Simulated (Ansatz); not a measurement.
Wavefunction ladder for `O[SiH](F)[O][SnH3]`

```csv
atom,x (Å),y (Å),z (Å)
O1,0.0988,-1.7498,0.4605
Si2,-0.8183,-0.5217,1.0379
F3,-2.3174,-0.7574,0.5394
O4,-0.2156,0.8456,0.4678
Sn5,0.9049,1.2461,-1.1113
H6,-0.2510,-2.6407,0.4985
H7,-0.8798,-0.5007,2.5097
H8,2.4767,0.7273,-0.7217
H9,0.7738,2.9355,-1.2478
H10,0.2279,0.4156,-2.4330
```

The species carries charge 0 and has multiplicity 1. Correlated methods include outer-core shells of Sn, which these sets cover unevenly. Sn takes the def2 core potential. The structure was optimised at the PBE0-D4/def2-TZVP level. It is one conformer, not always the lowest. Frozen core, restricted reference, Ansatz 0.2.0.

```
     basis     HF (Eh)  MP2 corr.
  def2-SVP  -754.22075   -0.76359
def2-TZVPP  -754.67653   -1.17416
def2-QZVPP  -754.70133   -1.46003
```

Question: Estimate the CCSD correlation energy and the (T) correction in each basis where they were run (hartree).

Answer: 
```
     basis  CCSD corr.       (T)
  def2-SVP    -0.80099  -0.01599
def2-TZVPP    -1.19265  -0.03711
```
